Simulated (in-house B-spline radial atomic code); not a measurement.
Ionising Al4+ with different functionals

Computed with a radial B-spline atomic code at the basis-set limit: scalar-relativistic (spin-free X2C) Hamiltonian, Fermi nucleus of rms radius 3.061 fm, spin-polarised at highest spin, spherical fractional occupations for the functionals, the average over the highest-spin determinants for Hartree-Fock. The ionisation energy is the difference of two self-consistent energies, [He] 2s2 2p5 → [He] 2s2 2p4, without Breit or QED terms; ε is the level of the shell that loses the electron (its least bound occupied spin orbital).

Hybrids are left out here: with spherical fractional occupations of an open shell their exact exchange keeps a self-interaction that integer-occupation calculations don't have.

| method | rung | ΔSCF (eV) | -ε(2p) (eV) |
| --- | --- | --- | --- |
| Hartree-Fock | Hartree-Fock | 152.20 | 154.86 |
| LDA VWN5 | LDA | 154.37 | 137.03 |
| LDA PW92 | LDA | 154.36 | 137.02 |
| LDA exchange-only | LDA | 151.86 | 134.69 |
| PBE | GGA | 154.27 | 136.94 |
| PBEsol | GGA | 154.02 | 136.73 |
| BLYP | GGA | 154.32 | 136.98 |
| RPBE | GGA | 154.15 | 136.85 |
| PW91 | GGA | 154.51 | 137.16 |
| BP86 | GGA | 154.46 | 137.09 |
| AM05 | GGA | 153.95 | 136.68 |
| OLYP | GGA | 154.25 | 137.13 |
| TPSS | meta-GGA | ? | ? |
| SCAN | meta-GGA | ? | ? |
| r2SCAN | meta-GGA | 154.60 | 137.83 |
| revTPSS | meta-GGA | 154.13 | 136.96 |

Problem. What does SCAN give?

Solution. ΔSCF 154.65 eV, and -ε(2p) = 137.89 eV.

Problem. What does TPSS give?

Solution. ΔSCF 154.40 eV, and -ε(2p) = 137.20 eV.

Problem. How do they compare with the NIST value?

Solution. NIST lists 153.825 eV ± 0.0025 (semi-empirical, ground level to ground level). Errors run from -1.96 to +0.82 eV; AM05 is closest (+0.12 eV), but part of that can be cancellation, since the calculations leave out spin-orbit coupling, Breit-QED terms, multiplet and fine-structure energies. Hartree-Fock also lacks correlation.
